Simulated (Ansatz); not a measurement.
# BCl2H3OSi: structure from calculated spectroscopic constants

These gas-phase data were calculated for one isomer of BCl2H3OSi at PBE0-D4/def2-SVP (harmonic, unscaled wavenumbers; equilibrium rotational constants with average atomic masses):

| Property | Result |
| --- | --- |
| rotational constants | 2.598, 2.142, 1.326 GHz |
| all wavenumbers above 1500 cm⁻¹ | 2677, 2569, 2341 |

Candidates:

(1) `BO[SiH](Cl)Cl`, a singlet
(2) `ClBO[SiH2]Cl`, a singlet
(3) `[SiH3]OB(Cl)Cl`, a singlet

Which candidate do the data belong to?

Candidate (1). The band at 2677 cm⁻¹ lies where the B–H stretch is expected; (3) has no mode between 2350 and 2900 cm⁻¹. 2 modes lie between 2350 and 2900 cm⁻¹, one for each B–H bond, while (2) has 1.

The same quantities for all candidates:

```
     rotational constants (GHz)  wavenumbers above 1500 cm⁻¹  E above the lowest, PBE0-D4/def2-SVP (kcal/mol)
(1)         2.598, 2.142, 1.326             2677, 2569, 2341                                              3.2
(2)         3.981, 1.417, 1.161             2684, 2311, 2292                                              0.0
(3)         3.415, 1.516, 1.063             2288, 2273, 2265                                              1.6
```

Each candidate is one conformer. Programs: Ansatz 0.2.0.
